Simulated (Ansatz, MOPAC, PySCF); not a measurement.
Potential energy curve for SiC, triplet.

Methods: PM6, unrestricted, heats of formation (MOPAC); UKS-B3LYP/3-21G = unrestricted B3LYP/3-21G (PySCF); PM3, unrestricted, heats of formation (MOPAC); FCI = full CI/cc-pVDZ, frozen core in Ansatz (a first-principles code).

Energies relative to the lowest point of each curve near equilibrium, in kcal/mol; the last columns give the difference from FCI:

```tsv
R / Å	PM6	UKS-B3LYP/3-21G	PM3	FCI	PM6 − FCI	UKS-B3LYP/3-21G − FCI	PM3 − FCI
1.27	86.1	185.2	39.3	177.4	-91.3	7.8	-138.0
1.37	50.1	98.5	17.1	92.4	-42.4	6.1	-75.4
1.46	26.4	50.4	5.4	46.2	-19.8	4.2	-40.7
1.56	9.6	19.6	0.3	17.1	-7.5	2.4	-16.9
1.58	7.4	15.5	0.0	13.4	-6.0	2.1	-13.4
1.68	0.7	3.0	1.7	2.2	-1.5	0.9	-0.5
1.71	0.0	1.3	3.0	0.8	-0.8	0.6	2.3
1.78	0.3	0.0	7.1	0.0	0.3	0.0	7.1
1.81	1.2	0.4	9.1	0.5	0.7	-0.2	8.6
1.87	4.1	2.3	13.7	2.8	1.3	-0.5	10.9
1.95	9.9	6.7	—	7.6	2.3	-0.9	—
2.10	24.1	17.6	—	19.5	4.5	-1.9	—
```

PM6 is furthest from FCI at 1.27 (-91.3 kcal/mol, below); its mean absolute difference over the points is 14.9 kcal/mol.

UKS-B3LYP/3-21G is furthest from FCI at 1.27 (7.8 kcal/mol, above); its mean absolute difference over the points is 2.3 kcal/mol.

PM3 is furthest from FCI at 1.27 (-138.0 kcal/mol, below); its mean absolute difference over the points is 31.4 kcal/mol.

A dash means that the run gave no value there, or that the column was ended at a point which the program doubted or which failed a test of continuity chosen for this set; such a test can also cut sound points.

The scan ran from 1.27 to 6.94 Å; beyond the distances shown full CI changes its symmetry label. The unrestricted determinant behind UKS-B3LYP/3-21G is spin-contaminated at 1.95 to 2.10 Å (<S²> up to 2.3, against 2.00 for a pure triplet).
